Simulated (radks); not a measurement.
The numbers below are computed, except where a source is named.
The mean radii <r> (bohr) of the occupied orbitals of an atom or ion are listed with their occupations. Level of theory: Dirac Kohn-Sham, BLYP, spin-unpolarised, spherical densities, point nucleus (a radial shooting solver on a logarithmic mesh with Libxc functionals).

orbital  occ.      <r>
1s1/2       2  0.01743
2s1/2       2  0.07294
2p1/2       2  0.06016
2p3/2       4  0.06847
3s1/2       2   0.1898
3p1/2       2   0.1800
3p3/2       4   0.1953
3d3/2       4   0.1704
3d5/2       6   0.1751
4s1/2       2   0.4227
4p1/2       2   0.4260
4p3/2       4   0.4595
4d3/2       4   0.4699
4d5/2       6   0.4808
5s1/2       2   0.9201
4f5/2       6   0.5150
4f7/2       8   0.5214
5p1/2       2   0.9710
5p3/2       1    1.035

Name the element and its charge. Open shells, if any, fill j = l - 1/2 first.

Answer. Z = 77, iridium, charge +12: Ir12+ in [Kr] 4d10 4f14 5s2 5p3. The 1s radius gives Z: for a bare nucleus <r> = (2 gamma + 1)/(2Z) with gamma = sqrt(1 - (Z/c)^2), 0.01724 bohr for Z = 77, and screening makes it slightly larger (0.01743 here). The occupations add up to 65, and the charge is Z minus that.
